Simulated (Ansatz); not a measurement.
Caution, from a PySCF single point (B3LYP-D3(BJ)/def2-TZVPD) at this geometry: the highest occupied level lies above zero, so the state may not be bound. This singlet lies 0.84 eV below the relaxed triplet at the level frozen-core CCSD(T)/aug-cc-pVDZ // B3LYP-D3(BJ)/def2-TZVPD (Ansatz, a first-principles code).

Species: CH₄BO, SMILES `C[B-]O` (lower singlet; C–B–O–H torsion 0°) (charge -1, multiplicity 1).

### Question
Give a relaxed geometry from B3LYP-D3(BJ)/def2-TZVPD (Ansatz).

### Answer
One answer among several that fit: the end point of this relaxation, one of several conformers (outside a Z-matrix the atoms follow the SMILES, hydrogens last).
Bonds (Å): C1–B2 1.593, C1–H4 1.096, C1–H5 1.096, C1–H6 1.120, B2–O3 1.370, O3–H7 0.997. Angles (°): B2–C1–H4 111.0, B2–C1–H5 110.9, B2–C1–H6 111.1, H4–C1–H5 106.6, H4–C1–H6 108.5, H5–C1–H6 108.5, C1–B2–O3 115.4, B2–O3–H7 113.3.
